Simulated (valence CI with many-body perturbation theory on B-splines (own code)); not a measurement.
Values are calculated unless marked as measured or tabulated.
## As XXVIII: magnetic and hyperfine properties of the levels

Method: configuration interaction combined with many-body perturbation theory (CI+MBPT): four valence electrons over a frozen Dirac-Fock core [He], a basis of 11 s, 11 p, 10 d, 8 f, 5 g, 2 h functions for each j, with the one-electron correlation potential Σ1, the two-electron term Σ2, the three-electron term Σ3, Breit, model QED; selected CI, second order for the rest, scaled by the run's own slope (own B-spline code, finite nucleus).

The last digits are not significant, and no measured levels were compared; by estimate large intervals hold to a few tenths of a per cent, small ones and those within an open d or f shell to about a per cent. Among the levels kept, up to 1000 cm⁻¹ of a level comes from second order outside the variational space, and about a tenth of that is noise between levels of different J, which matters for small intervals.

A/g_I is the dipole constant over the nuclear g factor μ/I (μ in nuclear magnetons, uniformly magnetised nucleus), B/Q the quadrupole constant per barn. Both hold the static response of the core; the bare values leave it out. Large factors of s and p1/2 electrons are usually good to 5 to 10 %; those of open d and f shells near neutrality can be off by tens of per cent, and small factors of p3/2, d and f electrons come from cancelling terms and can be off by a factor of two or in sign, in half-filled shells by more. B is blank for J = 1/2, where it vanishes, and for nearly pure S terms. Energies count from the lowest level. Levels with J = 0 are left out.

Levels are named by their leading jj configuration (3d3/2^4 stands for four electrons in 3d with j = 3/2), which in mixed levels can hold well under half, so a name can repeat and another be missing. Letters in brackets count levels of one name in rising energy.

```
                      Level  E (Ry)      g  A/g_I (MHz)  A/g_I bare  B/Q (MHz/b)  B/Q bare
     (2s^2 2p1/2 2p3/2) J=1    2.34  1.495        -8280       -3990        57300     57500
     (2s^2 2p1/2 2p3/2) J=2    3.00  1.266       124000      125000        39100     39200
         (2s^2 2p3/2^2) J=2    5.84  1.222        71100       72900        74800     75000
     (2s 2p1/2^2 2p3/2) J=2    8.35  1.901       278000      279000        20600     20700
     (2s 2p1/2^2 2p3/2) J=1   11.45  0.824      -138000     -133000       104000    105000
 (2s 2p1/2 2p3/2^2) J=2 [a]   11.92  1.312       229000      227000       149000    150000
     (2s 2p1/2 2p3/2^2) J=3   12.78  1.327       278000      276000         -270      -283
 (2s 2p1/2 2p3/2^2) J=1 [a]   14.46  1.292       218000      217000      -107000   -108000
 (2s 2p1/2 2p3/2^2) J=2 [b]   14.93  1.269       109000      111000      -127000   -128000
 (2s 2p1/2 2p3/2^2) J=1 [b]   15.94  1.621        84300       90200        13400     13500
           (2s 2p3/2^3) J=2   17.42  1.162       245000      242000       -44100    -44300
           (2s 2p3/2^3) J=1   19.44  1.240      -112000     -103000        -9340     -9390
      (2p1/2^2 2p3/2^2) J=2   23.09  1.399        52900       58700        50000     50200
        (2p1/2 2p3/2^3) J=1   25.75  1.495       -15500       -8090       -56100    -56300
        (2p1/2 2p3/2^3) J=2   26.60  1.088       132000      133000      -163000   -164000
        (2s^2 2p1/2 3s) J=1  121.47  1.354       324000      320000        -9650     -9680
     (2s^2 2p1/2 3p1/2) J=1  123.56  0.672       222000      220000        -2120     -2120
        (2s^2 2p3/2 3s) J=2  124.40  1.495       123000      124000       117000    117000
        (2s^2 2p3/2 3s) J=1  124.67  1.133         6710       11100        68100     68300
     (2s^2 2p1/2 3p3/2) J=1  124.73  1.445       -35700      -34600        15500     15600
     (2s^2 2p1/2 3p3/2) J=2  124.83  1.176       100000       99800        25600     25700
     (2s^2 2p1/2 3d3/2) J=2  126.88  0.755        95200       94100        11600     11700
     (2s^2 2p3/2 3p1/2) J=1  126.92  1.540       211000      211000        25900     26000
        (2s 2p1/2^2 3s) J=1  127.11  2.095       372000      369000        14200     14300
     (2s^2 2p3/2 3p1/2) J=2  127.19  1.266        75300       77200        78600     78900
     (2s^2 2p3/2 3p3/2) J=3  127.48  1.331        46400       48000       150000    151000
     (2s^2 2p3/2 3p3/2) J=1  127.55  1.596        67500       69500       -44900    -45100
     (2s^2 2p1/2 3d5/2) J=2  127.57  1.255       -48900      -48500        -2750     -2670
     (2s^2 2p1/2 3d5/2) J=3  127.57  1.116        59800       59300          270       388
     (2s^2 2p1/2 3d3/2) J=1  127.66  0.797       -65100      -64600          126       169
     (2s^2 2p3/2 3p3/2) J=2  128.30  1.230        69300       70200        46300     46400
(2s 2p1/2 2p3/2 3s) J=2 [a]  128.80  1.788       274000      272000       108000    109000
```

Take the isotope of mass number 75, with I = 3/2, μ = 1.4383 μN, leaving out the quadrupole term. What is the hyperfine structure of (2s 2p1/2^2 2p3/2) J=2?

From the table A = 266000 MHz. Shifts from the centre of gravity in MHz: F = 1/2: -1200000, F = 3/2: -798000, F = 5/2: -133000, F = 7/2: 798000.
